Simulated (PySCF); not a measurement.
Species: C₅H₅F₃O₂S.
Bonds: O1–S2 (double), S2–O3 (double), S2–C4, C4–C5, C5–C6, C6–C7 (double), C7–C8, C8–F9, C8–F10, C8–F11, S2–C7. Hydrogens: H12, H13 on C4; H14, H15 on C5; H16 on C6.

The geometry is computed with GFN2-xTB (gas phase).

**Question.** Give the optimised bond lengths and angles.

**Answer.** 
| bond | length (Å) |
| --- | --- |
| O1=S2, S2=O3 | 1.429 |
| S2–C4 | 1.828 |
| C4–C5 | 1.518 |
| C5–C6 | 1.498 |
| C6=C7 | 1.319 |
| C7–C8 | 1.483 |
| C8–F9, C8–F11 | 1.338 |
| C8–F10 | 1.348 |
| S2–C7 | 1.815 |
| C4–H12, C4–H13 | 1.085 |
| C5–H14, C5–H15 | 1.093 |
| C6–H16 | 1.081 |

Bonds in one row agree within 0.01 Å and their mean is given. A selection of angles:
| angle | degrees |
| --- | --- |
| O1–S2–O3 | 118.7 |
| O1–S2–C4 | 110.6 |
| O1–S2–C7 | 108.5 |
| O3–S2–C7 | 111.8 |
| C4–S2–C7 | 92.6 |
| S2–C4–C5 | 104.3 |
| C4–C5–C6 | 109.0 |
| C5–C6–C7 | 117.0 |
| C6–C7–C8 | 128.7 |
| S2–C7–C6 | 110.1 |
| S2–C7–C8 | 121.2 |
| C7–C8–F9 | 111.9 |
| F9–C8–F10 | 105.9 |
| F9–C8–F11 | 107.0 |

Torsions: O1–S2–C4–C5 87° (synclinal); S2–C4–C5–C6 26° (synperiplanar); C4–C5–C6–C7 -17° (synperiplanar); C5–C6–C7–C8 180° (antiperiplanar); C6–C7–C8–F9 -105° (anticlinal); O1–S2–C7–C6 -97° (anticlinal). The mirror-image conformer, all signs reversed, is as good.

Of the pairs four or more bonds apart, F10···H16 is among the closest relative to their van der Waals radii: 2.66 Å, 100 % of the sum of Bondi's values. The 5-membered ring S2–C4–C5–C6–C7 has internal angles of 92.6° to 117.0° (sum 533°, against 540° for a flat polygon); it is puckered, 0.13 Å rms from its mean plane, widest ring torsion 26°. The C–C distances run from 1.319 Å (C6=C7, drawn double) to 1.518 Å (C4–C5, drawn single), a spread of 0.199 Å. S2 (sulfonyl sulfur) has angles from 92.6° to 118.7°.

Point group: C1 (no symmetry element, even within 0.4 Å). Stationary, but not proved a minimum. The numbers are those of one conformer.
